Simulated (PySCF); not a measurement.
## Electron correlation in Se²³⁺ (selenium, charge +23)

[Ne] 3s1, 2S determinant. Computed with PySCF 2.14 in an uncontracted even-tempered set (18 s from 2.5 bohr⁻², ratio 2.5; 11 p from 3.2 bohr⁻², ratio 2.5; 5 d from 12 bohr⁻², ratio 2.7; 4 f from 19 bohr⁻², ratio 2.7), with scalar relativity by spin-free X2C-1e. Frozen: 1s2; 9 electrons correlated; the 19 highest virtual orbitals of each spin left out.

MP2 pair energies summed by pair of shells (mhartree):

```json
{"pair": "2p-2p", "energy": "-212.73", "share (%)": "66.6"}
{"pair": "2s-2p", "energy": "-64.33", "share (%)": "20.2"}
{"pair": "2p-3s", "energy": "-26.76", "share (%)": "8.4"}
{"pair": "2s-2s", "energy": "-11.00", "share (%)": "3.4"}
{"pair": "2s-3s", "energy": "-4.45", "share (%)": "1.4"}
```

Total MP2 correlation energy: -319.27 mhartree.

At this charge the one-electron X2C treatment keeps the bare 1/r₁₂, with no two-electron picture change or Breit term. The effect here is smaller than on the frozen 1s shell; and a scalar Hamiltonian misses the large spin-orbit splitting of the p shells, which matters for ns² → np² pairs.
